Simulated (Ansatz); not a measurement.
Frontier orbitals of BFGeH₃N (`F[B]1[NH][GeH2]1`).

```xyz
7

F     1.2556   -1.1980    1.7491
B     0.6061   -0.5427    0.8100
N     0.8145    0.4740   -0.0690
Ge   -0.9883   -0.1407   -0.3342
H     1.5310    1.1234   -0.3535
H    -2.0168    0.9670   -0.0439
H    -1.2021   -0.6830   -1.7586
```

The species carries charge 0 and has multiplicity 1. Correlated methods include outer-core shells of Ge, which these sets cover unevenly. Scalar relativity is left out up to krypton. All single points use the PBE0-D4/def2-TZVP geometry. Basis def2-TZVPP, the Gaussian-basis code of Ansatz.

| functional | HOMO (eV) | LUMO (eV) | gap (eV) |
| --- | --- | --- | --- |
| PBE | -6.24 | -1.47 | 4.77 |
| B97M-V | -6.53 | -1.31 | 5.22 |
| PBE0 | -7.36 | -0.65 | 6.71 |
| B3LYP | -7.18 | -0.91 | 6.27 |
| BHLYP | -8.38 | 0.15 | 8.53 |
| LC-ωPBE | -9.92 | 1.50 | 11.42 |
| ωB97M-V | -9.45 | 1.10 | 10.55 |
| HF | -9.91 | 2.33 | 12.24 |

Against PBE, PBE0 changes HOMO and LUMO by −1.12 and +0.81 eV, ωB97M-V by −3.21 and +2.57 eV. A gap of 4.78 eV thus becomes 10.56 eV for the same molecule, so an orbital gap means little without its functional. A positive LUMO is unbound and depends on the basis.

B3LYP here is the variant with VWN-RPA as its local correlation; programs differ in this. LC-ωPBE has ω = 0.4 bohr⁻¹.
